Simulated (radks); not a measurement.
Initial-state core-level shifts of the xenon ion Xe+ when its valence configuration changes from [Kr] 4d10 5s2 5p5. All-electron calculation, scalar-relativistic Kohn-Sham, r2SCAN, spin-unpolarised, spherical densities, finite nucleus; meta-GGA in the generalised Kohn-Sham scheme; Fermi nuclear charge, rms radius 4.7859 fm. Program: a radial shooting solver on a logarithmic mesh with Libxc functionals. Shifts are changes of the shell-averaged eigenvalues in eV (positive: less bound); the change of the density at the nucleus, which sets a Mossbauer isomer shift, is in e/bohr^3, on a base of 2.805e+05.

valence                2s       3s       3p      4s  density at nucleus
4d9.5 5s2 5p5.5    -5.336   -5.056   -5.057  -4.080              +15.40
4d10 5s1 5p6       -1.417   -1.433   -1.434  -1.394              -87.40
4d10 5s1.5 5p5.5   -0.713   -0.721   -0.721  -0.701              -43.44
4d9 5s2 5p6       -10.737  -10.156  -10.158  -8.146              +31.12
